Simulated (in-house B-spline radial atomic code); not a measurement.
**Nd: [Xe] 4f4 6s2**

Level of theory: Dirac-Kohn-Sham PBE, spherical fractional occupations, Fermi nucleus of rms radius 4.9123 fm; calculated with a B-spline radial code for spherical atoms.

Effective charges: Z_r = [3n² - l(l+1)]/(2<r>) from the radius, Z_e = n√(-2ε) from the energy, and Slater's rules. Values are occupation-weighted means over j. An effective charge above Z reflects the relativistic contraction of the inner shells.

```tsv
shell	electrons	ε (eV)	<r> (bohr)	Z_r	Z_e	Slater
1s	2	-43357	0.02363	63.48	56.45	59.70
2s	2	-7009.8	0.1005	59.71	45.40	55.85
2p	6	-6285.3	0.08849	56.50	42.99	55.85
3s	2	-1520.8	0.2659	50.76	31.72	48.75
3p	6	-1290.2	0.2639	47.36	29.21	48.75
3d	10	-960.97	0.2418	43.43	25.21	38.85
4s	2	-302.44	0.6073	39.52	18.86	32.25
4p	6	-226.51	0.6425	35.80	16.32	32.25
4d	10	-116.49	0.7073	29.69	11.70	20.85
5s	2	-40.402	1.474	25.44	8.62	10.85
5p	6	-22.183	1.728	21.12	6.38	10.85
6s	2	-3.5021	4.437	12.17	3.04	2.85
4f	4	-1.7505	1.131	15.91	1.43	12.95
```

The least bound orbital is 4f7/2 at -1.578 eV, while the most diffuse is 6s1/2 (<r> = 4.437 bohr against 1.142 bohr): energy order and size order differ.

Spin-orbit splittings of the orbital energies (j = l + 1/2 above j = l - 1/2 when positive): 2p 520.1 eV, 3p 103.8 eV, 3d 22.44 eV, 4p 22.51 eV, 4d 3.977 eV, 5p 3.019 eV, 4f 0.4026 eV.

For the 1s electron the small component carries 4.95 % of the norm, the zero-frequency Breit interaction raises the level by 122.3 eV, self-energy by 72.06 eV, and vacuum polarisation lowers it by 11.06 eV.
